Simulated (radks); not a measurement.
The numbers below are computed, except where a source is named.
Task: These are the eigenvalues of the occupied orbitals of an atom or ion with whole-number occupations (eV). Level of theory: scalar-relativistic Kohn-Sham, LDA (Slater exchange, Perdew-Wang correlation), spin-polarised, spherical densities, finite nucleus; Fermi nuclear charge, rms radius of each element as measured or else 0.836 A^(1/3) + 0.57 fm (a radial shooting solver on a logarithmic mesh with Libxc functionals).

| orbital | eigenvalue |
|---|---|
| 1s up | -4442.319 |
| 1s down | -4441.915 |
| 2s up | -529.4970 |
| 2s down | -529.0945 |
| 2p up | -444.7321 |
| 2p down | -444.2340 |
| 3s up | -106.0902 |
| 3s down | -104.6451 |
| 3p up | -84.0627 |
| 3p down | -82.6738 |

Which element is it, and in what charge state? The configuration may be excited. Open shells, if any, are filled with parallel spins first.

Result: Z = 21, scandium, charge +4: Sc4+ in [Ne] 3s2 3p5. The list shows which subshells hold electrons but not how many an open one holds; the 1s level, -163.25 hartree, gives Z - s = 18.1 by -(Z - s)^2/2, which with screening and relativity narrows Z to a few neighbours, and the depths of the outer levels then fix element, charge and occupations together.
